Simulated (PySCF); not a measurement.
C₃H₅BF₂, SMILES C=C(F)B(C)F.

Geometry optimised at PBE0-D3(BJ)/def2-SVP. This is a generated structure with no PubChem entry under its InChIKey; it may be hypothetical. One conformer was computed; it need not be the lowest.

The numbers are results of PySCF 2.14.0 with PBE0-D3(BJ)/def2-SVP, not measurements.

Harmonic, unscaled wavenumbers; measured fundamentals usually lie a few per cent lower.

| mode | ν (cm⁻¹) | IR (km/mol) | Raman (Å⁴/amu) | depolarisation | moving atoms (share of kinetic energy) |
|---|---|---|---|---|---|
| 1 | 48 | 1.0 | 0.3 | 0.72 | H 95 % |
| 2 | 67 | 2.6 | 1.8 | 0.75 | C 42 %, F 40 %, H 18 % |
| 3 | 178 | 2.7 | 0.4 | 0.69 | C 39 %, F 36 %, H 23 % |
| 4 | 308 | 0.5 | 1.9 | 0.60 | F 36 %, C 35 %, H 26 % |
| 5 | 314 | 1.0 | 3.9 | 0.73 | C 34 %, B 25 %, H 23 %, F 17 % |
| 6 | 440 | 0.5 | 1.6 | 0.73 | F 62 %, C 22 % |
| 7 | 460 | 13.3 | 1.5 | 0.43 | F 30 %, H 30 %, C 29 %, B 11 % |
| 8 | 521 | 2.6 | 1.9 | 0.72 | H 46 %, C 33 %, B 17 % |
| 9 | 681 | 0.7 | 8.4 | 0.17 | C 52 %, H 25 %, F 20 % |
| 10 | 764 | 0.2 | 3.1 | 0.75 | H 85 %, C 11 % |
| 11 | 842 | 2.7 | 1.2 | 0.12 | H 58 %, C 26 %, F 13 % |
| 12 | 874 | 45.7 | 0.4 | 0.60 | H 40 %, B 37 %, C 21 % |
| 13 | 934 | 41.7 | 2.3 | 0.75 | H 71 %, C 29 % |
| 14 | 958 | 26.9 | 3.6 | 0.56 | H 45 %, C 28 %, F 27 % |
| 15 | 1108 | 120.5 | 0.1 | 0.45 | B 45 %, H 30 %, C 19 % |
| 16 | 1271 | 77.7 | 4.4 | 0.62 | H 50 %, C 21 %, B 17 %, F 12 % |
| 17 | 1360 | 152.0 | 12.4 | 0.54 | C 43 %, H 39 %, B 11 % |
| 18 | 1373 | 193.7 | 3.8 | 0.69 | H 46 %, B 31 %, C 16 % |
| 19 | 1385 | 90.4 | 14.0 | 0.49 | H 64 %, C 19 %, B 14 % |
| 20 | 1426 | 32.3 | 15.7 | 0.66 | H 85 % |
| 21 | 1442 | 19.8 | 9.3 | 0.73 | H 66 %, B 21 %, C 8 % |
| 22 | 1720 | 37.2 | 66.6 | 0.20 | C 90 %, H 8 % |
| 23 | 3049 | 1.7 | 153.9 | 0.03 | H 96 % |
| 24 | 3139 | 3.1 | 84.5 | 0.61 | H 92 %, C 8 % |
| 25 | 3183 | 1.0 | 110.5 | 0.14 | H 94 % |
| 26 | 3187 | 3.0 | 72.6 | 0.75 | H 90 %, C 10 % |
| 27 | 3299 | 0.2 | 61.3 | 0.75 | H 89 %, C 11 % |
